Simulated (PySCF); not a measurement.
C₃H₁₁BSi (SMILES B[Si](C)(C)C), singlet, at a GFN2-xTB geometry; PBE0/6-31G, polarisability by finite fields (PySCF).

PySCF was given this input:
```python
from pyscf import gto, scf, dft

mol = gto.Mole()
mol.atom = '''
    B    -1.816663    1.051530   -0.107914
    H    -2.571589    1.059124    0.785824
    H    -2.116929    1.685892   -1.043764
    Si   -0.123002    0.055661   -0.019207
    C    -0.269128   -1.630513    0.888348
    C     1.200093    1.063264    0.948175
    C     0.658017   -0.335113   -1.728396
    H     0.688503   -2.139575    0.947354
    H    -0.632908   -1.499911    1.903424
    H    -0.960705   -2.296136    0.379084
    H     0.872161    1.271731    1.962377
    H     1.400403    2.016382    0.467126
    H     2.140021    0.523320    1.011093
    H     0.849555    0.574520   -2.290539
    H     0.000414   -0.955378   -2.331393
    H     1.602519   -0.862691   -1.630877
'''
mol.basis = '6-31g'
mol.charge = 0
mol.spin = 0
mol.verbose = 4
mol.build()

mf = dft.RKS(mol)
mf.xc = 'pbe0'
mf.conv_tol = 1e-6
mf.kernel()
h0, z, done = mf.get_hcore(), mol.intor('int1e_r')[2], []
def energy(F):
    f = mf.copy()
    f.scf_summary = {}
    f.get_hcore = lambda *a: h0 + F * z
    e = f.kernel(mf.make_rdm1())
    done.append(f.converged)
    return e
F = 0.001
alpha = -(energy(F) + energy(-F) - 2 * mf.e_tot) / F**2
print('alpha_zz =', alpha)
```

What the program printed (banner, timings and long lists left out):

```
PySCF version 2.14.0

[INPUT] verbose = 4
[INPUT] num. atoms = 16
[INPUT] num. electrons = 48
[INPUT] charge = 0
[INPUT] spin (= nelec alpha-beta = 2S) = 0
[INPUT] symmetry False subgroup None
[INPUT] Mole.unit = angstrom
[INPUT] Symbol           X                Y                Z      unit          X                Y                Z       unit  Magmom
[...]
nuclear repulsion = 220.922498727543
number of shells = 49
number of NR pGTOs = 178
number of NR cGTOs = 71
basis = 6-31g
ecp = {}

******** <class 'pyscf.dft.rks.RKS'> ********
method = RKS
initial guess = minao
damping factor = 0
level_shift factor = 0
DIIS = <class 'pyscf.scf.diis.CDIIS'>
diis_start_cycle = 1
diis_space = 8
diis_damp = 0
SCF conv_tol = 1e-06
SCF conv_tol_grad = None
SCF max_cycles = 50
direct_scf = True
direct_scf_tol = 1e-13
XC library pyscf.dft.libxc version 7.1.2
    S. Lehtola, C. Steigemann, M. J. T. Oliveira, and M. A. L. Marques,  SoftwareX 7, 1–5 (2018)
XC functionals = pbe0
    C. Adamo and V. Barone,  J. Chem. Phys. 110, 6158 (1999)
    M. Ernzerhof and G. E. Scuseria,  J. Chem. Phys. 110, 5029 (1999)
radial grids:
    Treutler-Ahlrichs [JCP 102, 346 (1995); DOI:10.1063/1.469408] (M4) radial grids

becke partition: Becke, JCP 88, 2547 (1988); DOI:10.1063/1.454033
pruning grids: <function nwchem_prune>
grids dens level: 3
symmetrized grids: False
atomic radii adjust function: <function treutler_atomic_radii_adjust>
small_rho_cutoff = 0
Set gradient conv threshold to 0.001
Initial guess from minao.
tot grids = 183472
init E= -434.841719572894
[...]
cycle= 1 E= -434.813524547891  delta_E= 0.0282  |g|= 0.488  |ddm|=  3.2
[...]
cycle= 2 E= -434.797645526609  delta_E= 0.0159  |g|= 0.535  |ddm|= 0.938
[...]
cycle= 3 E= -434.877351809563  delta_E= -0.0797  |g|= 0.0301  |ddm|= 0.52
[...]
cycle= 4 E= -434.877675026029  delta_E= -0.000323  |g|= 0.00963  |ddm|= 0.06
[...]
cycle= 5 E= -434.877706519957  delta_E= -3.15e-05  |g|= 0.00268  |ddm|= 0.0129
[...]
cycle= 6 E= -434.877708494225  delta_E= -1.97e-06  |g|= 0.000502  |ddm|= 0.0031
[...]
cycle= 7 E= -434.877708572623  delta_E= -7.84e-08  |g|= 3.44e-05  |ddm|= 0.000584
[...]
Extra cycle  E= -434.877708572981  delta_E= -3.58e-10  |g|= 2.7e-05  |ddm|= 0.000118
converged SCF energy = -434.877708572981

******** <class 'pyscf.dft.rks.RKS'> ********
method = RKS
initial guess = minao
damping factor = 0
level_shift factor = 0
DIIS = <class 'pyscf.scf.diis.CDIIS'>
diis_start_cycle = 1
diis_space = 8
diis_damp = 0
SCF conv_tol = 1e-06
[...]
radial grids:
    Treutler-Ahlrichs [JCP 102, 346 (1995); DOI:10.1063/1.469408] (M4) radial grids

becke partition: Becke, JCP 88, 2547 (1988); DOI:10.1063/1.454033
pruning grids: <function nwchem_prune>
grids dens level: 3
symmetrized grids: False
atomic radii adjust function: <function treutler_atomic_radii_adjust>
small_rho_cutoff = 0
Overwritten attributes  get_hcore  of <class 'pyscf.dft.rks.RKS'>
Set gradient conv threshold to 0.001
init E= -434.87774713252
[...]
cycle= 1 E= -434.877774999886  delta_E= -2.79e-05  |g|= 0.00333  |ddm|= 0.0341
[...]
cycle= 2 E= -434.877776514962  delta_E= -1.52e-06  |g|= 0.00319  |ddm|= 0.0126
[...]
cycle= 3 E= -434.877779728478  delta_E= -3.21e-06  |g|= 0.000606  |ddm|= 0.00462
[...]
cycle= 4 E= -434.877779832572  delta_E= -1.04e-07  |g|= 2.96e-05  |ddm|= 0.000771
[...]
Extra cycle  E= -434.877779832623  delta_E= -5.15e-11  |g|= 2.99e-05  |ddm|= 7.4e-05
converged SCF energy = -434.877779832623

******** <class 'pyscf.dft.rks.RKS'> ********
method = RKS
initial guess = minao
damping factor = 0
level_shift factor = 0
DIIS = <class 'pyscf.scf.diis.CDIIS'>
diis_start_cycle = 1
diis_space = 8
diis_damp = 0
SCF conv_tol = 1e-06
SCF conv_tol_grad = None
SCF max_cycles = 50
direct_scf = True
direct_scf_tol = 1e-13
XC library pyscf.dft.libxc version 7.1.2
    S. Lehtola, C. Steigemann, M. J. T. Oliveira, and M. A. L. Marques,  SoftwareX 7, 1–5 (2018)
XC functionals = pbe0
    C. Adamo and V. Barone,  J. Chem. Phys. 110, 6158 (1999)
    M. Ernzerhof and G. E. Scuseria,  J. Chem. Phys. 110, 5029 (1999)
radial grids:
    Treutler-Ahlrichs [JCP 102, 346 (1995); DOI:10.1063/1.469408] (M4) radial grids

becke partition: Becke, JCP 88, 2547 (1988); DOI:10.1063/1.454033
pruning grids: <function nwchem_prune>
grids dens level: 3
symmetrized grids: False
atomic radii adjust function: <function treutler_atomic_radii_adjust>
small_rho_cutoff = 0
Set gradient conv threshold to 0.001
init E= -434.877670013444
[...]
cycle= 1 E= -434.877697899653  delta_E= -2.79e-05  |g|= 0.00334  |ddm|= 0.0341
[...]
cycle= 2 E= -434.8776994136  delta_E= -1.51e-06  |g|= 0.0032  |ddm|= 0.0127
[...]
cycle= 3 E= -434.877702646931  delta_E= -3.23e-06  |g|= 0.000606  |ddm|= 0.00462
[...]
cycle= 4 E= -434.877702750983  delta_E= -1.04e-07  |g|= 3e-05  |ddm|= 0.000774
[...]
Extra cycle  E= -434.877702751041  delta_E= -5.74e-11  |g|= 3.01e-05  |ddm|= 7.5e-05
converged SCF energy = -434.877702751041
alpha_zz = 65.43770143707661
```
